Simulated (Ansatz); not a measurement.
The first iterations of a band of AlH5N2 + ClH (10 atoms, charge 0, multiplicity 1).

Theory: Ansatz, RHF/def2-SVP.

- movable images: 5
- climbing image: yes
- spring: 5.0 eV/Å²
- optimiser: quadratic models (default)
- start path: through a guess of the saddle point
- force threshold: 0.05 eV/Å
- iteration limit: 60
- end points: relaxed

Image 0:

```xyz
10
Properties=species:S:1:pos:R:3
Al 0.029 -0.261 -0.157
H 0.053 -0.477 1.408
N 1.560 -0.142 -1.041
H 1.668 -0.018 -2.029
H 2.462 -0.147 -0.604
N -1.524 -0.264 -1.010
H -2.413 -0.347 -0.555
H -1.663 -0.146 -1.995
Cl -0.038 2.996 1.420
H 0.024 2.186 2.402
```

Image 6:

```xyz
10
Properties=species:S:1:pos:R:3
Al -0.001 0.806 -0.753
H 0.110 -0.107 2.736
N 1.553 0.028 -1.033
H 1.690 -0.890 -1.410
H 2.439 0.450 -0.833
N -1.550 0.054 -1.118
H -1.688 -0.866 -1.490
H -2.435 0.501 -0.978
Cl -0.010 2.769 0.034
H 0.051 0.636 2.684
```

| iteration | highest image above the first end (eV) | largest band force component (eV/Å) |
| --- | --- | --- |
| 1 | 4.267 | 18.238 |
| 2 | 0.999 | 2.377 |
| 3 | 0.459 | 1.659 |
| 4 | 0.366 | 1.008 |
| 5 | 0.361 | 0.757 |
| 6 | 0.355 | 0.774 |
| 7 | 0.301 | 0.507 |
| 8 | 0.244 | 0.324 |
| 9 | 0.243 | 0.379 |
| 10 | 0.229 | 0.322 |
| 11 | 0.216 | 0.271 |
| 12 | 0.202 | 0.390 |
| 13 | 0.206 | 0.344 |
| 14 | 0.210 | 0.183 |
| 15 | 0.217 | 0.172 |

Task: Does the band converge within its limit, and where does its top end?

Result: The forces met the threshold. It ended after 46 iterations with the highest image 0.201 eV above the first end. A structure lower than the last end lies on the path between it and the top, so the climb from that side starts below the end, which may itself be a saddle point or a shallow side well. Neighbouring images differ by up to 1.5 eV, so the band resolves the path poorly. A vibrational analysis at the climbing image gives one clearly imaginary mode, 277i cm⁻¹: a first-order saddle point. The orbitals stay closed-shell, which can raise the energy where a bond breaks towards radicals; this wasn't checked here.

Run time: 3.2 min on 2 threads of Arm Neoverse V1 (shared host), peak memory 0.18 GiB.
